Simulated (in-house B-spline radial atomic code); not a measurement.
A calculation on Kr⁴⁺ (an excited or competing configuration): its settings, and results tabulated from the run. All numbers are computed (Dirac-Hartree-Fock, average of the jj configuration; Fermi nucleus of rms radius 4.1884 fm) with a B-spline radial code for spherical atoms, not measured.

In the input, a minus or plus after the letter marks the j = l - 1/2 or j = l + 1/2 subshell.

Command:
```bash
python run_scf.py task.json out
```
Settings (nuclear radius in fm, mass in u):
```
Z                36
configuration    1s2 2s2 2p6 3s2 3p6 3d10 4s2 4p-1 5g+1
hamiltonian      dirac
method           hf
spin_polarised   False
nucleus          fermi
rms_radius       4.1884
atomic_mass      83.9115
speed_of_light   137.035999084
```

Output (hartree, bohr):
```
 radial grid: 70 intervals, B-splines of order 8, outer radius 30.8511 bohr

 iter        energy (Eh)    residual
    1      -2780.0061088    4.88e-01
    2      -2781.9879443    2.22e-01
    3      -2782.5588859    4.96e-02
    4      -2782.5915388    1.17e-02
    5      -2782.5929667    6.58e-03
    6      -2782.5934982    2.31e-04
    7      -2782.5934987    2.55e-05
    8      -2782.5934988    1.77e-06
    9      -2782.5934988    1.80e-07

 total energy                    -2782.593499
 kinetic                           2858.76654
 electron-nucleus                 -6648.49389
 electron-electron                 1007.13385

 first-order corrections (not in the total)
   Gaunt                            1.57512
   retardation                     -0.15073
   frequency dependence            -0.00724
   self-energy                      1.05740
   Uehling                         -0.10894
   Wichmann-Kroll                   0.00123
   recoil                           0.01319

 orbital      occ     eigenvalue          <r>       <r^2>       <1/r>       r_max    small
 1s1/2      2.000     -532.28774    0.0414689  0.00231659     36.7698     0.02708  1.71e-02
 2s1/2      2.000      -74.63564     0.182657   0.0394086     8.25836       0.154  3.42e-03
 2p1/2      2.000      -67.43709     0.157354   0.0303948     8.19177      0.1213  3.39e-03
 2p3/2      4.000      -65.43220     0.161305   0.0318147     7.90992      0.1245  3.30e-03
 3s1/2      2.000      -13.73202     0.526047    0.317525       2.727      0.4656  8.37e-04
 3p1/2      2.000      -11.12586     0.530533    0.328682     2.60499      0.4575  7.81e-04
 3p3/2      4.000      -10.80140     0.540737     0.34121     2.53779      0.4662  7.59e-04
 3d3/2      4.000       -6.28422     0.545375    0.362738     2.29657      0.4112  6.42e-04
 3d5/2      6.000       -6.22814     0.548474    0.366458     2.28057      0.4139  6.36e-04
 4s1/2      2.000       -3.21251      1.41549     2.25008    0.934355       1.274  1.58e-04
 4p1/2      1.000       -2.65695      1.54573     2.69343    0.846893       1.383  1.36e-04
 5g9/2      1.000       -0.50080      5.47721      32.755    0.201114       4.981  1.35e-05
```

Cost of the run: 0.99 s on 1 thread of Arm Neoverse V2, on a shared host.

For the Dirac Hamiltonian the kinetic term is c α·p + (β - 1)c².
